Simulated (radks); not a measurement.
Results of a calculation; reference values are marked as such.
Task: Cu II, configuration [Ar] 3d10 (the NIST ground configuration). Code: a radial shooting solver on a logarithmic mesh with Libxc functionals. Model: scalar-relativistic Kohn-Sham, SCAN, spin-polarised, spherical densities, finite nucleus; meta-GGA in the generalised Kohn-Sham scheme; Fermi nuclear charge, rms radius 3.8823 fm. Some entries of the table are withheld. Estimate them.

orbital  occ.  eigenvalue (eV)  r(max) (bohr)
1s          2        -8887.356        0.03412
2s          2        -1081.776            (1)
2p          6              (2)         0.1583
3s          2              (3)         0.6139
3p          6         -83.1588            (4)
3d         10              (5)         0.6069

Result: 
(1) 2s r(max) (bohr): 0.1963
(2) 2p eigenvalue (eV): -932.8590
(3) 3s eigenvalue (eV): -127.3798
(4) 3p r(max) (bohr): 0.6210
(5) 3d eigenvalue (eV): -13.6712
